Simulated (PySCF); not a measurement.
SMILES c1(Cc2[se]ccc2)ccccc1 (C11H10Se) (GFN2-xTB optimised geometry):

```
22

C     -1.804     0.001     0.000
C     -1.107     1.197    -0.003
C      0.277     1.195    -0.005
C      0.978    -0.002     0.002
C      2.485    -0.020    -0.047
C      2.933    -0.240    -1.460
C      3.327     0.707    -2.350
C      3.649     0.225    -3.644
C      3.510    -1.113    -3.801
Se     2.923    -1.942    -2.249
C      0.271    -1.198     0.000
C     -1.112    -1.198     0.000
H     -2.884     0.004     0.001
H     -1.643     2.135    -0.005
H      0.817     2.131    -0.010
H      2.863    -0.822     0.592
H      2.884     0.932     0.310
H      3.397     1.751    -2.092
H      3.978     0.876    -4.436
H      3.695    -1.682    -4.694
H      0.813    -2.135    -0.002
H     -1.650    -2.134     0.001
```

Level of theory: B3LYP/def2-SVP run with PySCF.

**Question.** What are the frontier orbital energies and the dipole moment?

**Answer.** HOMO-2 -6.90 eV, HOMO-1 -6.51 eV, HOMO -6.14 eV, LUMO -0.69 eV, LUMO+1 -0.21 eV; dipole moment 0.34 D.

Meta-Löwdin charges at B3LYP/def2-SVP: C1 -0.11, C2 -0.10, C3 -0.11, C4 0.03, C5 -0.17, C6 -0.11, C7 -0.14, C8 -0.12, C9 -0.25, Se10 0.27, C11 -0.11, C12 -0.10, H13 0.10, H14 0.10, H15 0.10, H16 0.10, H17 0.10, H18 0.10, H19 0.11, H20 0.12, H21 0.09, H22 0.10.
